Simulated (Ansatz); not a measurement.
C6H15Al, singlet, at a GFN2-xTB geometry (such geometries of metal compounds can be far from the true shape). Base run: Ansatz (a first-principles code) with B3LYP/STO-3G.

Input for Ansatz:
Ansatz 0.2 input:
```yaml
crystal:
  periodic: [false, false, false]
  atoms:
    - {symbol: Al, position_ang: [0.23254875, -0.09127216, 0.17781867]}
    - {symbol: C, position_ang: [1.60822037, 0.29411525, -1.23879162]}
    - {symbol: C, position_ang: [1.28366688, 1.38923772, -2.26742086]}
    - {symbol: H, position_ang: [1.87585448, -0.62020127, -1.79032132]}
    - {symbol: H, position_ang: [2.53321401, 0.57609625, -0.70786354]}
    - {symbol: H, position_ang: [1.06813100, 2.33432054, -1.77027088]}
    - {symbol: H, position_ang: [0.41262384, 1.11732709, -2.85999573]}
    - {symbol: H, position_ang: [2.11890541, 1.54863674, -2.95129636]}
    - {symbol: C, position_ang: [-1.76368020, -0.03452995, -0.07842335]}
    - {symbol: C, position_ang: [-2.25206622, 0.36624641, -1.47916509]}
    - {symbol: H, position_ang: [-2.21743853, 0.64744823, 0.65749449]}
    - {symbol: H, position_ang: [-2.18599895, -1.02150165, 0.16760771]}
    - {symbol: H, position_ang: [-1.84026666, -0.30078311, -2.23581630]}
    - {symbol: H, position_ang: [-1.93818296, 1.38058695, -1.72020746]}
    - {symbol: H, position_ang: [-3.34027682, 0.32383459, -1.54743145]}
    - {symbol: C, position_ang: [0.94484373, -0.58959003, 1.99107131]}
    - {symbol: C, position_ang: [-0.08642383, -1.31826703, 2.86693314]}
    - {symbol: H, position_ang: [1.30181723, 0.29398901, 2.54049732]}
    - {symbol: H, position_ang: [1.83528786, -1.22749113, 1.88612950]}
    - {symbol: H, position_ang: [-0.38163133, -2.26093079, 2.40736096]}
    - {symbol: H, position_ang: [-0.98435636, -0.71320404, 2.98806130]}
    - {symbol: H, position_ang: [0.31181976, -1.53486371, 3.85918757]}
basis:
  gaussian:
    orbitals: STO-3G
hamiltonian:
  xc: b3lyp
```

The bond that is stretched is that between atoms 19 and 16. A test that says stable can miss a lower solution.

Variants of this job, named by their change:

```csv
change,ΔE vs base (kcal/mol),<S^2>,stability test says
base,0.000,0.000,minimum (restricted orbitals)
spin_polarized = on; lower_state_search = off,0.000,0.000,undecided (no full test)
spin_polarized = on; lower_state_search = standard,0.000,0.000,minimum
bond × 1.25,21.36,0.000,minimum (restricted orbitals)
spin_polarized = on; lower_state_search = off; bond × 1.25,21.36,0.000,undecided (no full test)
spin_polarized = on; lower_state_search = standard; bond × 1.25,21.36,0.000,minimum
bond × 1.5,59.32,0.000,minimum (restricted orbitals)
spin_polarized = on; lower_state_search = off; bond × 1.5,59.32,0.000,undecided (no full test)
spin_polarized = on; lower_state_search = standard; bond × 1.5,59.32,0.000,minimum
bond × 1.8,103.3,0.000,minimum (restricted orbitals)
spin_polarized = on; lower_state_search = off; bond × 1.8,103.3,0.000,undecided (no full test)
spin_polarized = on; lower_state_search = standard; bond × 1.8,102.6,0.176,minimum
bond × 2.2,147.6,0.000,minimum (restricted orbitals)
spin_polarized = on; lower_state_search = off; bond × 2.2,147.6,0.000,undecided (no full test)
spin_polarized = on; lower_state_search = standard; bond × 2.2,128.8,0.793,minimum
bond × 3.0,190.6,0.000,minimum (restricted orbitals)
spin_polarized = on; lower_state_search = off; bond × 3.0,137.2,0.997,undecided (no full test)
spin_polarized = on; lower_state_search = standard; bond × 3.0,137.2,0.997,minimum
```

Where a bond breaks into two radicals, a solution with restricted orbitals usually stops being the lowest and lies too high; an unrestricted one lies lower at the price of spin contamination, which <S^2> shows.
